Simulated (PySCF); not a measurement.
Telling isomers of C₃H₁₀F₃NSi₂ apart by NMR

One conformer, one averaged value for each set of equivalent atoms, gas phase, relativity neglected. Shielding tensors at PBE0/pcSseg-1 (GIAO); geometry: GFN2-xTB; PySCF 2.14.

References, each an isolated molecule treated in the same way: TMS for 1H (σref 31.72), 13C (σref 186.93). Splittings of carbon signals by F and P are missing where no couplings were computed. Where no couplings were computed, multiplicities follow the n + 1 count of equivalent neighbours, and m marks all less simple cases (inequivalent or close neighbours, rings, F or P nearby). Shifts are as computed. Against solution values, carbons near 30 ppm lie about +3 ppm off and those near 130 ppm about +5 ppm. Of 1309 compounds with measured shifts, 239 miss one by over three times the rms of a fit or turn the order of signals round; such compounds aren't used in these exercises. OH and NH positions are gas-phase values without hydrogen bonding to other molecules.

(1) Tabulate the signals of `CN(C)[SiH2][SiH2]C(F)(F)F`, `NCC([SiH3])([SiH3])C(F)(F)F` and their relative energies.

(2) What is the quickest way to tell CN(C)[SiH2][SiH2]C(F)(F)F from NCC([SiH3])([SiH3])C(F)(F)F?

## Answers

(1) 
```tsv
SMILES	carbon types	δC	δH	E rel. (kcal/mol)
CN(C)[SiH2][SiH2]C(F)(F)F	1×C 2×CH3	142.1, 44.2	5.24 (t, 2H), 4.18 (m, 2H), 2.58 (s, 6H)	0.0
NCC([SiH3])([SiH3])C(F)(F)F	2×C 1×CH2	141.8, 42.4, 31.5	4.09 (s, 6H), 3.06 (s, 2H), 1.66 (br s, 2H)	2.0
```

Energies are electronic energies at PBE0/pcSseg-1 on these geometries, without zero-point or thermal terms, each for the one conformer computed, which needn't be the lowest.

(2) Count the carbon signals: 2 against 3. The first has a methyl carbon bonded to N (CH3) at 44.2 ppm, the second an sp3 CH2 bonded to N at 42.4 ppm. Their most deshielded carbons lie at 142.1 and 141.8 ppm. In the proton spectra the most deshielded non-exchanging signals are 5.24 (t, 2H) and 4.09 (s, 6H).
